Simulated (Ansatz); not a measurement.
`C[Si](F)([SiH3])[SiH3]` at its PBE0-D4/def2-TZVP geometry, where that method's forces vanish. The species carries charge 0 and has multiplicity 1.

```xyz
14

C    -1.5237    0.9157    0.7714
Si   -0.3987    0.0437   -0.4361
F    -1.1652   -0.0507   -1.8570
Si    0.0795   -2.1411    0.2813
Si    1.5901    1.2503   -0.7590
H    -1.0371    0.9985    1.7473
H    -1.7627    1.9236    0.4237
H    -2.4579    0.3644    0.9025
H    -1.1683   -2.9272    0.4867
H     0.9398   -2.8504   -0.7029
H     0.8087   -2.0658    1.5783
H     1.3108    2.6349   -1.2299
H     2.4715    0.5734   -1.7474
H     2.3131    1.3308    0.5411
```

What forces (eV/Å) does ωB97M-V/def2-TZVPP give on these atoms in Ansatz? (Best estimate.)

The calculation gave: 
```
C1  -0.022  0.012  0.007
Si2  0.157 -0.020  0.167
F3  -0.064 -0.009 -0.122
Si4  0.001 -0.075  0.024
Si5  0.059  0.052 -0.016
H6  -0.031 -0.004 -0.056
H7   0.013 -0.070  0.029
H8   0.064  0.043 -0.006
H9   0.138  0.091 -0.022
H10 -0.093  0.082  0.106
H11 -0.076 -0.006 -0.137
H12  0.028 -0.155  0.054
H13 -0.099  0.070  0.109
H14 -0.077 -0.011 -0.136
```
